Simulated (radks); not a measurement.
The numbers below are computed, except where a source is named.
Species: Tc3+. Configuration: [Ar] 3d10 4s1 4p6 4d5 (not the ground configuration). Level of theory: Dirac Kohn-Sham, PBEsol, spin-unpolarised, spherical densities, finite nucleus; open shells fill j = l - 1/2 first; Fermi nuclear charge, rms radius 4.4112 fm (a radial shooting solver on a logarithmic mesh with Libxc functionals).

X-ray form factor f0, the Fourier transform of the density (f0(0) = 40):

sin(theta)/lambda (1/angstrom)  f0 (electrons)
0.05                                    39.514
0.1                                     38.148
0.15                                    36.143
0.2                                     33.799
0.25                                    31.382
0.3                                     29.083
0.4                                     25.185
0.5                                     22.256
0.6                                     20.016
0.8                                     16.494
1                                       13.471
1.25                                    10.354
1.5                                      8.172
2                                        5.963
